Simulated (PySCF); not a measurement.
Vibration and rotation of NaCa

PBE0 constants of NaCa, ²Σ⁺ (doublet), unpaired electrons σ ↑ (basis Na x2c-TZVPall, Ca x2c-TZVPall; spin-free X2C with a Gaussian nucleus; PySCF 2.14; masses 22.9898 and 39.9626 u):

| Item | Value |
| --- | --- |
| ωe | 110.6 cm⁻¹ |
| ωexe | 1.06 cm⁻¹ |
| Be | 0.085201 cm⁻¹ |
| αe | 0.000907 cm⁻¹ |
| De to Na + Ca | 0.295 eV |

(1) What force constant and bond length do these constants imply?

(2) Estimate the centrifugal constant D from the Kratzer relation and find the Dunham coefficient a1.

The bond is weak. Basis-set superposition, not corrected here, can be much of De in a small basis, most of all at correlated wavefunction levels. Functionals without a dispersion term scatter widely for such bonds, and LDA overbinds them. The state is the lowest determinant that a PBE0 search found; another state may lie lower at other levels.

## Answers

(1) Reduced mass μred = 14.594 u; k = 5.8918×10⁻⁷·μred·ωe² (u, cm⁻¹, mdyn/Å) = 0.105 mdyn/Å; Re = √(16.8576/(μred·Be)) (u, cm⁻¹, Å) = 3.682 Å.

(2) D = 4Be³/ωe² = 2.02e-07 cm⁻¹; a1 = −1 − αeωe/(6Be²) = -3.30.
